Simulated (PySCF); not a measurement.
Compound: C4H14O2Si3.
SMILES with atom numbers: `[OH:1][Si@@H:2]([O:3][SiH3:4])[C@H:5]([SiH3:6])[CH:7]1[CH2:8][CH2:9]1` (hydrogens: H10 on O1; H11 on Si2; H12, H13, H14 on Si4; H15 on C5; H16, H17, H18 on Si6; H19 on C7; H20, H21 on C8; H22, H23 on C9)

Method: PySCF, PBE0-D3(BJ)/def2-SVP geometry optimisation, gas phase; density fitting, grid level 1; the optimiser is geomeTRIC in internal coordinates, started from a GFN2-xTB structure.

Step 0: E = -32072.9453 eV
```
atom  x, y, z in Å  |  force x, y, z in eV/Å
O1      0.7631    1.5296    2.1810   -0.553   0.148   1.037
Si2     0.9426    0.9992    0.6559   -0.737  -0.600  -0.347
O3      2.4598    0.4450    0.4946   -0.394   0.204   0.349
Si4     3.7045   -0.3389   -0.1719    0.324  -0.091   0.017
C5     -0.3693   -0.3530    0.4331    0.293   0.335  -0.409
Si6    -0.1476   -1.2381   -1.2355   -0.166   0.257   0.695
C7     -1.7314    0.2445    0.7178   -0.008  -0.047  -0.206
C8     -3.0158   -0.4471    0.3754    0.185   0.365  -0.033
C9     -2.6079    0.7927   -0.3636   -0.090  -0.224   0.314
H10     1.4348    2.0677    2.5918    0.249   0.218   0.062
H11     0.8259    2.1049   -0.2922   -0.265   0.393  -0.462
H12     3.7569   -1.6649    0.4425    0.249  -0.628   0.074
H13     3.5060   -0.4158   -1.6184    0.109  -0.143  -0.638
H14     4.8701    0.4730    0.1766    0.710   0.089  -0.037
H15    -0.1845   -1.1081    1.2084    0.302  -0.212   0.156
H16    -0.1027   -0.2912   -2.3552    0.062   0.362  -0.408
H17     1.1074   -1.9933   -1.2059    0.533  -0.261   0.006
H18    -1.2275   -2.1995   -1.4893   -0.397  -0.335  -0.118
H19    -1.7420    0.7998    1.6498   -0.099   0.217   0.345
H20    -3.8354   -0.3807    1.0760   -0.328   0.071   0.341
H21    -2.9745   -1.3870   -0.1510    0.069  -0.480  -0.280
H22    -2.2852    0.6813   -1.3871    0.177  -0.051  -0.541
H23    -3.1521    1.7067   -0.1771   -0.225   0.412   0.086
```

**Question.** Estimate the geometry and energy of step 1. (The exact step hangs on the optimiser's Hessian estimate; all steps are aligned on step 0, rigid shifts and turns removed.)

**Answer.** E = -32073.1605 eV, largest force 0.162 eV/Å
```
atom  x, y, z in Å  |  force x, y, z in eV/Å
O1      0.7057    1.5498    2.2378    0.057  -0.072  -0.028
Si2     0.9066    1.0063    0.6810   -0.107  -0.085  -0.088
O3      2.4380    0.4126    0.4846    0.143  -0.009  -0.033
Si4     3.7418   -0.3665   -0.1772   -0.053  -0.018  -0.043
C5     -0.3793   -0.3352    0.4403    0.043  -0.074   0.096
Si6    -0.1293   -1.2233   -1.2117    0.042   0.052  -0.027
C7     -1.7555    0.2498    0.7269    0.024   0.056   0.084
C8     -3.0385   -0.4443    0.3749   -0.062  -0.088  -0.001
C9     -2.6377    0.8018   -0.3554   -0.020   0.065  -0.097
H10     1.3593    2.1656    2.5801   -0.001   0.034  -0.021
H11     0.7021    2.1147   -0.2988    0.074   0.005   0.040
H12     3.8644   -1.7505    0.3757   -0.058   0.058   0.012
H13     3.6024   -0.4556   -1.6639   -0.019   0.023   0.043
H14     5.0011    0.3777    0.1353   -0.100   0.032   0.041
H15    -0.1481   -1.0986    1.2121    0.008   0.033  -0.039
H16    -0.0539   -0.2537   -2.3514    0.001  -0.022   0.020
H17     1.1664   -1.9705   -1.1694   -0.030  -0.002   0.022
H18    -1.2197   -2.2046   -1.5061    0.017   0.015   0.008
H19    -1.7884    0.8054    1.6726    0.008  -0.019  -0.038
H20    -3.8637   -0.3860    1.0908    0.032   0.001  -0.012
H21    -2.9856   -1.3950   -0.1645   -0.002   0.035   0.016
H22    -2.3055    0.6994   -1.3949   -0.015   0.003   0.043
H23    -3.1876    1.7276   -0.1627    0.022  -0.022   0.002
```

The energy changes by -0.2152 eV. The first-order estimate −F·Δx gives -0.4872 eV and the mean of the old and new forces, exact on a quadratic surface, -0.2172 eV. The step makes an angle of 62° with the force vector and moves no atom by more than 0.167 Å.

What follows is the cost of the whole optimisation. Hardware: an Arm Neoverse V1 with one thread (shared host). Cost: 4.1 min, 0.92 GiB resident at most.
